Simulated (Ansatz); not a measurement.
Kohn–Sham single points on FH5OSSi2 (`O[SiH](F)[SiH2]S`).

```yaml
crystal:
  periodic: [false, false, false]
  atoms:
    - {symbol: O, position_ang: [1.390204, 1.350972, 0.710235]}
    - {symbol: Si, position_ang: [1.295559, -0.122969, 0.013014]}
    - {symbol: F, position_ang: [1.545432, -0.018299, -1.568191]}
    - {symbol: Si, position_ang: [-0.911714, -0.867667, 0.262093]}
    - {symbol: S, position_ang: [-2.090986, 0.864385, -0.247511]}
    - {symbol: H, position_ang: [0.604859, 1.902031, 0.637303]}
    - {symbol: H, position_ang: [2.399035, -0.931185, 0.575792]}
    - {symbol: H, position_ang: [-1.282351, -2.048549, -0.561190]}
    - {symbol: H, position_ang: [-1.251125, -1.131002, 1.684011]}
    - {symbol: H, position_ang: [-1.615811, 0.950883, -1.502657]}
basis:
  gaussian: {orbitals: def2-TZVPP}
hamiltonian: {xc: {name: wB97X-V}}
output: {orbitals: {seedname: orbitals}}
```

```sh
$ ansatz run in.yaml --threads 4 --pin off --events-out ev --progress --plain --max-ram 10444MiB
```

Shortened log:

```
Functional definition: wB97X-V
1475 factors; their error is unknown
307 factors; integrals over basis functions are off by at most 1.2e-5 eV
mean field evaluation 1: about -31432.4296 eV, gradient 5.4e1 eV
mean field evaluation 2: about -31431.5912 eV, gradient 6.2e1 eV
mean field evaluation 4: about -31437.2405 eV, gradient 1.5e0 eV
mean field evaluation 8: about -31437.2543 eV, gradient 3.3e-2 eV
mean field evaluation 16: about -31437.2797 eV, gradient 3.0e-5 eV
mean field -31437.27970861 eV, -1155.2987203379 hartree, gradient 3.0e-5 eV, S^2 0.000000; 0 other end points of the search recorded, 0 dependent functions left out
reference -31437.27970646 eV, -1155.2987202590 hartree; 33, 33 occupied and 225, 225 virtual orbitals, 1475 factors
Total energy: -31437.27970646 eV, -1155.2987202590 hartree
```

Run time 9.5 s (4 threads of an Arm Neoverse V1 on a shared host); peak host memory 0.9 GiB.

The same input with `hamiltonian: {xc: {name: B3LYP}, dispersion: d4}` and forces (abridged; 6 s):

```
Functional definition: B3LYP
mean field evaluation 16: about -31444.6736 eV, gradient 7.4e-5 eV
mean field -31444.67363281 eV, -1155.5704420406 hartree, gradient 7.4e-5 eV, S^2 0.000000
Total energy: -31445.11136819 eV, -1155.5865285188 hartree
Atom 0 force    -0.025280     0.127532     0.046120 eV/Å
Atom 1 force     0.092716    -0.230862     0.161704 eV/Å
Atom 2 force     0.038625     0.010080    -0.211667 eV/Å
Atom 3 force     0.010149    -0.244456     0.096239 eV/Å
Atom 4 force    -0.098196     0.135972    -0.070141 eV/Å
Atom 5 force     0.016728     0.063989     0.031031 eV/Å
Atom 6 force    -0.056204     0.042162    -0.028527 eV/Å
Atom 7 force     0.027494     0.066849     0.055925 eV/Å
Atom 8 force     0.019132     0.006259    -0.087366 eV/Å
Atom 9 force    -0.025163     0.022476     0.006683 eV/Å
Dipole moment:    -0.172653    -0.116457     0.059354 e Å
```

Changing it to `hamiltonian: {xc: r2scan, dispersion: d4}` and forces (abridged; 6 s):

```
Functional definition: r2SCAN
mean field evaluation 16: about -31438.7709 eV, gradient 3.1e-4 eV
mean field -31438.77086083 eV, -1155.3535191713 hartree, gradient 2.4e-5 eV, S^2 0.000000
Total energy: -31438.83540035 eV, -1155.3558909550 hartree
Atom 0 force     0.030080     0.060349     0.030881 eV/Å
Atom 1 force    -0.010373    -0.096480     0.034372 eV/Å
Atom 2 force     0.012339     0.005507    -0.060957 eV/Å
Atom 3 force     0.045240    -0.057769     0.015249 eV/Å
Atom 4 force    -0.048420     0.051912    -0.005420 eV/Å
Atom 5 force    -0.012243     0.012621     0.005473 eV/Å
Atom 6 force    -0.011573     0.021850    -0.006584 eV/Å
Atom 7 force    -0.004568     0.001525     0.015698 eV/Å
Atom 8 force    -0.005631    -0.000421    -0.021569 eV/Å
Atom 9 force     0.005149     0.000906    -0.007143 eV/Å
Dipole moment:    -0.163625    -0.093590     0.044772 e Å
```

With the line `hamiltonian: {xc: {name: wB97M-V}}` and forces (abridged; 14 s):

```
Functional definition: wB97M-V
mean field evaluation 16: about -31439.8610 eV, gradient 3.6e-5 eV
mean field -31439.86095812 eV, -1155.3935795077 hartree, gradient 3.6e-5 eV, S^2 0.000000
Total energy: -31439.86101039 eV, -1155.3935814288 hartree
Atom 0 force    -0.067566     0.109646     0.030477 eV/Å
Atom 1 force     0.035673    -0.243239     0.169922 eV/Å
Atom 2 force     0.008156     0.001607    -0.135232 eV/Å
Atom 3 force     0.041604    -0.140359     0.046989 eV/Å
Atom 4 force     0.010411     0.026875    -0.086099 eV/Å
Atom 5 force     0.050003    -0.004040     0.016592 eV/Å
Atom 6 force    -0.139120     0.094026    -0.067115 eV/Å
Atom 7 force     0.046444     0.140932     0.096854 eV/Å
Atom 8 force     0.038656     0.025660    -0.156952 eV/Å
Atom 9 force    -0.024260    -0.011108     0.084563 eV/Å
Dipole moment:    -0.167139    -0.114466     0.056182 e Å
```

B3LYP takes the VWN-RPA correlation (the form of Gaussian; ORCA's B3LYP/G).
